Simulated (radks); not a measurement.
Task: The niobium ion Nb8+ is in [Ar] 3d10 4s2 4p(1/2: 2, 3/2: 1). Calculated with a radial shooting solver on a logarithmic mesh with Libxc functionals: Dirac Kohn-Sham, PBE, spin-unpolarised, spherical densities, finite nucleus; Fermi nuclear charge, rms radius of each element as measured or else 0.836 A^(1/3) + 0.57 fm. Sub-shells are occupied by j as written (lower j first in brackets). One electron is removed from 4p3/2, 3d5/2, 4s1/2, 4p1/2 in turn, with full relaxation. Which removal costs least, and what does each cost?

Result: 4p3/2 157.56 eV; 4p1/2 160.55 eV; 4s1/2 186.10 eV; 3d5/2 348.27 eV. The 4p3/2 electron leaves first.
